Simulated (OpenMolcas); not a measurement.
# Gd²⁺: input and output

Input:

```
&GATEWAY
Coord
1

Gd 0.0 0.0 0.0
Basis=ANO-R3
Group=XYZ
NoMove
AngMom=0.0 0.0 0.0
AMFI
&SEWARD
&RASSCF
FileOrb=start.orb
Symmetry=1
Spin=7
nActEl=8 0 0
Inactive=15 12
Ras2=0 7
CIRoot=7 7 1
SDav=7
CIMx=300
Iter=120 100
PrWF=0.3
OrbListing=Nothing
MaxOrb=0
Atom
>>> COPY $Project.JobIph JOB001
&RASSCF
FileOrb=start.orb
Symmetry=1
Spin=5
nActEl=8 0 0
Inactive=15 12
Ras2=0 7
CIRoot=140 140 1
SDav=140
CIMx=300
Iter=120 100
PrWF=0.3
OrbListing=Nothing
MaxOrb=0
Atom
>>> COPY $Project.JobIph JOB002
&RASSI
NrOfJobIphs=2 7 42
1 2 3 4 5 6 7
1 2 3 4 5 6 7 8 9 10 11 12 13 14 15 16 17 18 19 20 21 22 23 24 25 26 27
28 29 30 31 32 33 34 35 36 37 38 39 40 41 42
IphNames
JOB001
JOB002
EJob
SpinOrbit
DIPRint=1.0
SOCoupling=1000.0
Subsets=2
MEES
Property=10
'ANGMOM' 1 'ANGMOM' 2 'ANGMOM' 3 'MLTPL  1' 1 'MLTPL  1' 2 'MLTPL  1' 3
'AMFI' 1 'AMFI' 2 'AMFI' 3 'MLTPL  2' 6
SOProperty=3
'ANGMOM' 1 'ANGMOM' 2 'ANGMOM' 3
```

Launched by
```bash
OMP_NUM_THREADS=1 MOLCAS_MEM=2252 MOLCAS_PROJECT=a pymolcas a.inp > a.log  # once for each step of the input, in one work folder
```

A driver script runs the steps one by one and writes start.orb anew before each from the orbitals found so far.

Output, cut to the results:

```
--- SEWARD ---
Basis set label: GD.ANO-R...9S8P7D5F3G1H.

      Electronic valence basis set:
      ------------------
      Associated Effective Charge  64.000000 au
      Associated Actual Charge     64.000000 au
      Nuclear Model: Finite nucleus - Gaussian distribution
        Gaussian exponent, Xi/bohr**(-2):  1.62159E+08

      Shell  nPrim  nBasis  Cartesian Spherical Contaminant
         s      25       9        X
         p      19       8        X
         d      14       7                 X
         f      10       5                 X
         g       5       3                 X
         h       3       1                 X
                  Relativistic X2C integrals
                  Atomic mean-field integrals
--- RASSCF ---
Wave function specifications:
      -----------------------------

      Number of closed shell electrons          54
      Number of electrons in active shells       8
      Max number of holes in RAS1 space          0
      Max nr of electrons in RAS3 space          0
      Number of inactive orbitals               27
      Number of active orbitals                  7
      Number of secondary orbitals             107
      Spin quantum number                      3.0
      State symmetry                             1
Orbital specifications:
      -----------------------

      Symmetry species                           1   2
                                                ag  au
      Frozen orbitals                            0   0
      Inactive orbitals                         15  12
      Active orbitals                            0   7
      RAS1 orbitals                              0   0
      RAS2 orbitals                              0   7
      RAS3 orbitals                              0   0
      Secondary orbitals                        56  51
      Deleted orbitals                           0   0
      Number of basis functions                 71  70
      Number of CSFs                             7
      Number of root(s) required                 7
      Iter CI   SX   CI       RASSCF       Energy    max ROT     max BLB   max BLB  Level Ln srch  Step   QN
          iter iter root      energy       change     param      element    value   shift minimum  type update
 Nr of preliminary CI iterations:   1
      Total energies have been shifted. Add               -11000.00 au
        1   1   15    0  -265.94244983    0.00E+00  -1.47E-01*  15  18 1 -2.84E-01*  0.00   0.00    SX    NO
        2   1   13    0  -265.84733012    9.51E-02*  1.32E-01*  15  34 2  3.76E-01*  0.00   0.00    SX    NO
        3   1   15    0  -265.87639639   -2.91E-02*  1.34E-01*  15  18 1 -3.43E-01*  0.00   0.00    SX    NO
        4   1   13    0  -265.80068048    7.57E-02* -1.34E-01*  15  34 2  4.09E-01*  0.00   0.00    SX    NO
        5   1   15    0  -265.85317313   -5.25E-02* -7.67E-02   15  18 1 -3.59E-01*  0.00   0.52    SX   YES
        6   1   15    0  -266.09859838   -2.45E-01* -2.43E-02   15  34 2  7.48E-02*  0.00   0.84    QN   YES
        7   1   14    0  -266.11082663   -1.22E-02*  3.21E-03   10  20 2 -1.28E-02*  0.00   0.96    QN   YES
        8   1   13    0  -266.11113218   -3.06E-04*  1.09E-03    9  28 2  2.42E-03*  0.00   0.94    QN   YES
        9   1   11    0  -266.11114980   -1.76E-05* -1.09E-04    9  18 1  5.23E-04*  0.00   0.95    QN   YES
       10   1    9    0  -266.11115014   -3.41E-07*  1.18E-05   14  47 2  6.32E-05   0.00   0.93    QN   YES
       11   1    5    0  -266.11115015   -6.31E-09  -9.23E-07   15  18 1 -5.03E-06   0.00   1.01    QN   YES
      Convergence after 11 iterations
       12   1    5    0  -266.11115015   -4.73E-11  -9.23E-07    3  18 1 -4.79E-07   0.00   1.01    QN   YES
      Natural orbitals and occupation numbers for root  1
      sym 2:   2.000000   1.000000   1.000000   1.000000   1.000000   1.000000   1.000000
      Natural orbitals and occupation numbers for root  2
      sym 2:   1.000000   1.000000   1.000000   1.000000   1.000000   2.000000   1.000000
      Natural orbitals and occupation numbers for root  3
      sym 2:   1.000000   1.000000   1.000000   1.000000   1.000000   1.000000   2.000000
::    RASSCF root number  1 Total energy: -11266.11115015
::    RASSCF root number  2 Total energy: -11266.11115015
::    RASSCF root number  3 Total energy: -11266.11115015
::    RASSCF root number  4 Total energy: -11266.11115015
::    RASSCF root number  5 Total energy: -11266.11115015
...
--- RASSI ---
SPIN-FREE ENERGIES:
  (Shifted by EMIN (a.u.) =     -11266.1111501467)

 SF State       Relative EMIN(au)   Rel lowest level(eV)    D:o, cm**(-1)      L_eff

     1             0.0000000000        0.0000000000              0.0000         3.0
     2             0.0000000000        0.0000000000              0.0000         3.0
     3             0.0000000000        0.0000000000              0.0000         3.0
     4             0.0000000000        0.0000000000              0.0000         3.0
     5             0.0000000000        0.0000000000              0.0000         3.0
     6             0.0000000000        0.0000000000              0.0000         3.0
     7             0.0000000000        0.0000000000              0.0000         3.0
     8             0.1050194137        2.8577238309          23049.0971         2.0
     9             0.1050194137        2.8577238309          23049.0971         2.0
    10             0.1050194137        2.8577238309          23049.0971         2.0
    11             0.1050194137        2.8577238309          23049.0971         2.0
    12             0.1050194137        2.8577238309          23049.0971         2.0
    13             0.1203214681        3.2741139418          26407.5099         8.0
    14             0.1203214681        3.2741139418          26407.5099         8.0
    15             0.1203214681        3.2741139418          26407.5099         8.0
    16             0.1203214681        3.2741139418          26407.5099         8.0
    17             0.1203214681        3.2741139418          26407.5099         8.0
    18             0.1203214681        3.2741139418          26407.5099         8.0
    19             0.1203214681        3.2741139418          26407.5099         8.0
    20             0.1203214681        3.2741139418          26407.5099         8.0
    21             0.1203214681        3.2741139418          26407.5099         8.0
...
```

Levels above the lowest, from the spin-orbit matrix, grouped by J:

```tsv
Configuration	Term	J	E (cm⁻¹)	Term weight %
4f⁸	⁷F	6	0.0	98
4f⁸	⁷F	5	1826	99
4f⁸	⁷F	4	3051	98
4f⁸	⁷F	3	3910	98
4f⁸	⁷F	2	4497	97
4f⁸	⁷F	1	4863	97
4f⁸	⁷F	0	5038	97
4f⁸	⁵D	4	21922	99
4f⁸	⁵D	3	26453	98
4f⁸	⁵L	10	27904	100
4f⁸	⁵L	9	28816	100
```

High states are left out of the spin-orbit mixing, which shifts the levels that they would mix with. Without dynamic correlation excited terms often stand tens of per cent too high (terms of higher spin than the ground term too low), and those without a measured partner can miss by more than the paired ones. The free ion's ground configuration, as NIST lists it, lies outside this active space, so the lowest level here need not be the ground level. Only configurations of the active space appear. The first state left out of the spin-orbit step lies near 36000 cm-1 above the lowest spin-free state of the reference (among the parities and spins computed), and the list stops at four fifths of that energy or lower.

The term weight is that of the spin-free term in the level, not the purity of its configuration.
